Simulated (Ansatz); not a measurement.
Start from `[F][Ti]([F])([Cl])[SeH]` and change one atom or group to get `C[O][Ti]([F])([F])[SeH]`.

Ansatz, PBE0-D4/def2-TZVP geometries, multiplicity 1. Each molecule was computed in one conformer, which needn't be the lowest.

Scalar relativity is left out up to krypton.

```tsv
property	`[F][Ti]([F])([Cl])[SeH]`
HOMO–LUMO gap (B3LYP/def2-TZVPP) / eV	4.16
HOMO–LUMO gap (PBE0/def2-TZVPP) / eV	4.63
LUMO energy (ωB97M-V/def2-TZVPP) / eV	-1.17
size of the dipole moment (ωB97M-V/def2-TZVPP) / D	0.87
HOMO energy (ωB97M-V/def2-TZVPP) / eV	-9.98
size of the dipole moment (B3LYP/def2-TZVPP) / D	1.06
```

(1) Give the same properties after the change, and the shifts. (Best estimate.)

Results:

(1) The calculation gave: 
```tsv
property	`C[O][Ti]([F])([F])[SeH]`	shift
HOMO–LUMO gap (B3LYP/def2-TZVPP) / eV	4.54	0.38
HOMO–LUMO gap (PBE0/def2-TZVPP) / eV	5.03	0.40
LUMO energy (ωB97M-V/def2-TZVPP) / eV	-0.07	1.10
size of the dipole moment (ωB97M-V/def2-TZVPP) / D	2.99	2.12
HOMO energy (ωB97M-V/def2-TZVPP) / eV	-9.41	0.57
size of the dipole moment (B3LYP/def2-TZVPP) / D	3.02	1.96
```

With PBE0 the HOMO rises by 0.62 eV and the LUMO rises by 1.03 eV, so the gap widens by about 0.41 eV. PBE moves the HOMO by 0.64 eV and ωB97M-V by 0.57 eV. Dipoles are sizes alone; their direction can turn.

B3LYP here is the variant with VWN-RPA as its local correlation; programs differ in this.

Spin–orbit coupling is left out; it splits and shifts lone-pair levels of the heavy atoms by tenths of an eV.
